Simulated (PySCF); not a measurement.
Running PySCF for Br2Sn

The script input.py:

```python
from pyscf import gto, scf, mp

mol = gto.M(
    atom='Sn -0.8798 0.2863 0; Br 0.6672 -0.2171 1.9245; Br 0.6672 -0.2171 -1.9245',
    basis='def2-svp',
    ecp={'Sn': 'def2-svp'},
    charge=0,
    spin=0,
    verbose=4,
)
mf = scf.UHF(mol)
mf.kernel()
mp.MP2(mf, frozen=22).kernel()
mf.dip_moment()
print('orbital energies (hartree):', [e[max(0, n-3):n+3].round(4) for e, n in zip(mf.mo_energy, mol.nelec)])
```

```bash
$ OMP_NUM_THREADS=1 python input.py
```

The log (some set-up lines and the per-cycle HOMO/LUMO lines with their warnings removed):

```
PySCF version 2.14.0

[INPUT] verbose = 4
[INPUT] num. atoms = 3
[INPUT] num. electrons = 92
[INPUT] charge = 0
[INPUT] spin (= nelec alpha-beta = 2S) = 0
[INPUT] symmetry False subgroup None
[INPUT] Mole.unit = angstrom
[INPUT] Symbol           X                Y                Z      unit          X                Y                Z       unit  Magmom
[INPUT]  1 Sn    -0.879800000000   0.286300000000   0.000000000000 AA   -1.662581044392   0.541028589463   0.000000000000 Bohr   0.0
[INPUT]  2 Br     0.667200000000  -0.217100000000   1.924500000000 AA    1.260825270310  -0.410259541643   3.636777926725 Bohr   0.0
[INPUT]  3 Br     0.667200000000  -0.217100000000  -1.924500000000 AA    1.260825270310  -0.410259541643  -3.636777926725 Bohr   0.0

nuclear repulsion = 491.806401811108
number of shells = 34
number of NR pGTOs = 209
number of NR cGTOs = 90
basis = def2-svp
ecp = {'Sn': 'def2-svp'}

******** <class 'pyscf.scf.uhf.UHF'> ********
method = UHF
initial guess = minao
damping factor = 0
level_shift factor = 0
DIIS = <class 'pyscf.scf.diis.CDIIS'>
diis_start_cycle = 1
diis_space = 8
diis_damp = 0
SCF conv_tol = 1e-09
SCF conv_tol_grad = None
SCF max_cycles = 50
direct_scf = True
direct_scf_tol = 1e-13
number electrons alpha = 46  beta = 46
Set gradient conv threshold to 3.16228e-05
init E= -5332.08168667321
cycle= 1 E= -5356.8587107955  delta_E= -24.8  |g|= 1.23  |ddm|= 4.51
cycle= 2 E= -5357.46947666754  delta_E= -0.611  |g|= 0.651  |ddm|= 2.82
cycle= 3 E= -5357.66770937065  delta_E= -0.198  |g|= 0.0738  |ddm|= 0.87
cycle= 4 E= -5357.67030278404  delta_E= -0.00259  |g|= 0.0245  |ddm|= 0.0967
cycle= 5 E= -5357.67069598093  delta_E= -0.000393  |g|= 0.00626  |ddm|= 0.0382
cycle= 6 E= -5357.67079577888  delta_E= -9.98e-05  |g|= 0.00186  |ddm|= 0.0237
cycle= 7 E= -5357.67080509789  delta_E= -9.32e-06  |g|= 0.000735  |ddm|= 0.00667
cycle= 8 E= -5357.67080668567  delta_E= -1.59e-06  |g|= 0.000143  |ddm|= 0.0034
cycle= 9 E= -5357.67080673084  delta_E= -4.52e-08  |g|= 4.17e-05  |ddm|= 0.000607
cycle= 10 E= -5357.67080673488  delta_E= -4.04e-09  |g|= 2.15e-05  |ddm|= 0.000142
cycle= 11 E= -5357.67080673663  delta_E= -1.75e-09  |g|= 1.07e-05  |ddm|= 0.000108
cycle= 12 E= -5357.67080673712  delta_E= -4.93e-10  |g|= 4.76e-06  |ddm|= 6.85e-05
Extra cycle  E= -5357.67080673718  delta_E= -6.09e-11  |g|= 3.16e-06  |ddm|= 1.44e-05
converged SCF energy = -5357.67080673718  <S^2> = 6.9073991e-10  2S+1 = 1

******** <class 'pyscf.mp.ump2.UMP2'> ********
nocc = (np.int64(24), np.int64(24)), nmo = (68, 68)
frozen orbitals 22
E(UMP2) = -5358.21378270038  E_corr = -0.542975963199787
E(SCS-UMP2) = -5358.17272099382  E_corr = -0.501914256634647
E_corr(same-spin) = -0.172681037544343
E_corr(oppo-spin) = -0.370294925655444
Dipole moment(X, Y, Z, Debye): -3.21613,  1.04654, -0.00000
orbital energies (hartree): [array([-0.4095, -0.3991, -0.3585, -0.0175,  0.0721,  0.0828]), array([-0.4095, -0.3991, -0.3585, -0.0175,  0.0721,  0.0828])]
```

In short: E(SCF) = -5357.670807 Eh, 12 cycles, E(MP2) − E(SCF) = -0.54298 Eh, μ(SCF) = 3.38 D.

Hardware: Arm Neoverse N1, 1 thread, shared host. Wall time 6.3 s, peak memory 0.23 GiB.

No search for the lowest solution was made.
